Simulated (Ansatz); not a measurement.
Ni₂Br₄, relaxed as a singlet with RKS PBE0-D4/def2-SVP in Ansatz, starting from the GFN2-xTB geometry. Force threshold 0.02 eV/Å.

The relaxation made no stability test and no search for a lower SCF solution. No other spin state of charge 0 was run. The structure comes from a short search, and lower isomers may exist.

Start:

```xyz
6

Ni   -0.918    1.903   -0.428
Ni    0.255   -0.355    0.107
Br   -1.872    0.450    0.788
Br   -0.063    0.724   -1.970
Br    1.974   -0.236    1.463
Br    0.624   -2.487    0.039
```

```csv
step,energy (eV),largest force component (eV/Å),SCF passes
1,-362184.9038,1.501,76
2,-362185.1547,0.399,48
3,-362185.1888,0.155,48
4,-362185.2029,0.128,49
5,-362185.2507,0.253,55
6,-362185.3211,0.483,53
7,-362185.4775,0.645,52
8,-362185.7004,0.674,55
9,-362185.8482,0.783,55
10,-362185.9107,1.038,56
11,-362186.0893,0.630,42
12,-362186.2418,0.305,42
13,-362186.3682,0.285,44
14,-362186.4571,0.210,43
15,-362186.5185,0.147,43
16,-362186.5614,0.117,41
17,-362186.5874,0.041,41
18,-362186.5964,0.260,41
19 (rejected),-362186.5910,0.117,39
20,-362186.6008,0.022,42
21,-362186.6013,0.005,40
22,-362186.6014,0.008,43
```

Force components are those of the run's own axes.

End:

```xyz
6

Ni    0.0620    1.3172   -0.5352
Ni   -0.0881   -1.2561    0.6624
Br   -1.7850    0.3355    0.3563
Br   -0.7941    2.3732   -2.2655
Br    1.4965    0.3311    1.0383
Br    1.1087   -3.1009    0.7437
```

Bonds lost: Ni2–Br4 (atoms count from 1). Bonds formed: Ni1–Br5 (atoms count from 1). The end is the same structure that another start reached, the lowest one found.

The force fell under the threshold at step 21, but the optimiser went on. No frequencies were taken in this run, so the end may be a saddle point.

Run time 3 min (4 threads of Intel Xeon Platinum 8559C on a shared host), peak host memory 0.94 GiB.
